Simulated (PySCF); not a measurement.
## K⁺ (potassium, charge +1): Hartree-Fock from Schrödinger to Dirac-Coulomb-Breit

Occupied: 1s1/2, 2s1/2, 2p1/2, 2p3/2, 3s1/2, 3p1/2, 3p3/2. Hartree-Fock calculated with PySCF 2.14 in an uncontracted even-tempered set (25 s from 0.0089 bohr⁻², ratio 2.3; 18 p from 0.011 bohr⁻², ratio 2.3), Gaussian nucleus throughout. NR is non-relativistic, sf-X2C the spin-free one-electron X2C Hamiltonian, X2C adds the bare one-electron spin-orbit term, X2C-SNSO screens it by Boettger's factors, DC is four-component Dirac-Coulomb, and the Gaunt and Breit terms are added at first order (total energies over the DC spinors, levels after relaxing the spinors in that mean field). QED terms are absent. Levels marked empty are virtual spinors of this ion; the basis has s and p functions only, so 3d, which can lie below the n = 4 levels, is absent.

```
Hamiltonian  E (hartree)  E − E(DC) (hartree)  CPU seconds
         NR    -599.0163               2.3613         0.62
     sf-X2C    -601.3146               0.0630         0.34
        X2C    -601.3177               0.0599         0.55
   X2C-SNSO    -601.3171               0.0605         0.55
         DC    -601.3776               0.0000           16
   DC+Gaunt    -601.2041               0.1736           32
   DC+Breit    -601.2178               0.1598          120
```

```tsv
level (eV)	NR	sf-X2C	X2C	X2C-SNSO	DC	DC+Gaunt	DC+Breit
1s1/2	-3639.6	-3656.0	-3656.0	-3656.0	-3657.2	-3654.4	-3654.5
2s1/2	-400.23	-403.28	-403.28	-403.28	-403.37	-403.23	-403.23
2p1/2	-319.42	-319.57	-321.84	-321.60	-321.59	-321.32	-321.35
2p3/2	-319.42	-319.57	-318.45	-318.57	-318.61	-318.45	-318.48
3s1/2	-53.438	-53.792	-53.791	-53.792	-53.800	-53.793	-53.792
3p1/2	-31.852	-31.839	-32.069	-32.044	-32.040	-32.024	-32.025
3p3/2	-31.852	-31.839	-31.726	-31.738	-31.741	-31.735	-31.737
4s1/2 (empty)	-3.999	-4.013	-4.013	-4.013	-4.013	-4.013	-4.013
4p1/2 (empty)	-2.600	-2.601	-2.605	-2.605	-2.604	-2.604	-2.604
4p3/2 (empty)	-2.600	-2.601	-2.598	-2.599	-2.599	-2.598	-2.598
```

```json
{"interval (eV)": "2p3/2 − 2p1/2", "X2C": "3.390", "X2C-SNSO": "3.031", "DC": "2.979", "DC+Gaunt": "2.873", "DC+Breit": "2.873"}
{"interval (eV)": "3p3/2 − 3p1/2", "X2C": "0.3427", "X2C-SNSO": "0.3064", "DC": "0.2992", "DC+Gaunt": "0.2883", "DC+Breit": "0.2883"}
{"interval (eV)": "4p3/2 − 4p1/2", "X2C": "0.006756", "X2C-SNSO": "0.006041", "DC": "0.005835", "DC+Gaunt": "0.005626", "DC+Breit": "0.005626"}
```

Weight of the small component: 1s1/2 0.00460, 2s1/2 0.000768, 2p1/2 0.000736, 2p3/2 0.000731, 3s1/2 0.000129, 3p1/2 0.000104, 3p3/2 0.000103, 4s1/2 6.95e-06, 4p1/2 3.61e-06, 4p3/2 3.59e-06.

Koopmans' value for the highest occupied level at DC+Breit: 31.737 eV, against an ionisation energy of 31.625 eV (measured; NIST Atomic Spectra Database, ionization energies); the former lacks relaxation, correlation, QED and recoil.

Measured binding energies of an electron added to this ion (NIST): 4s1/2 4.341 eV, 4p1/2 2.731 eV, 4p3/2 2.724 eV; the virtual levels lack core polarisation.

The whole ladder took 180 s of wall time on 1 thread of Intel(R) Xeon(R) 6975P-C (shared host), launched as `OMP_NUM_THREADS=1 python relrun2.py TASK.json OUT` (a driver that calls PySCF for each Hamiltonian).
